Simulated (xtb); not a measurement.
Co(CO)4 (C4CoO4), SMILES [O+]#[C-]->[Co+](<-[C-]#[O+])(<-[C-]#[O+])<-[C-]#[O+], charge +1, multiplicity 1. All values are semi-empirical tight-binding results from xtb (GFN2-xTB unless named), good for trends rather than for accurate numbers. Geometry: GFN2-xTB. The spin state was assumed, not searched. The isomer is the one that the SMILES or the coordinates give; other isomers of the formula were not compared.

Optimised geometry:

Bonded distances (Å): Co1–C3 1.797, Co1–C5 1.797, Co1–C7 1.797, Co1–C9 1.797, O2–C3 1.119, O4–C5 1.119, O6–C7 1.119, O8–C9 1.119. Angles (°): C3–Co1–C5 179.3, C3–Co1–C7 90.0, C3–Co1–C9 90.0, C5–Co1–C7 90.0, C5–Co1–C9 90.0, C7–Co1–C9 179.3, Co1–C3–O2 179.6, Co1–C5–O4 179.6, Co1–C7–O6 179.6, Co1–C9–O8 179.6.
Charge +1, spin multiplicity 1.

For metal compounds this method's bond lengths and energies can be far off.

```yaml
point_group_as_xtb_finds_it: D4h
orbital_gap: 1.51 eV
zero_point_energy: 20.3 kcal/mol
G − E(el) at 298.15 K (modified RRHO): -1.8 kcal/mol
```

Computed atomic charges and the Wiberg bond orders between heavy atoms:
charges (e) Co1 -0.13, O2 0.04, C3 0.24, O4 0.04, C5 0.24, O6 0.04, C7 0.24, O8 0.04, C9 0.24. Bond orders Co1–C3 0.96, O2–C3 2.48, Co1–C5 0.96, O4–C5 2.48, Co1–C7 0.96, O6–C7 2.48, Co1–C9 0.96, O8–C9 2.48.
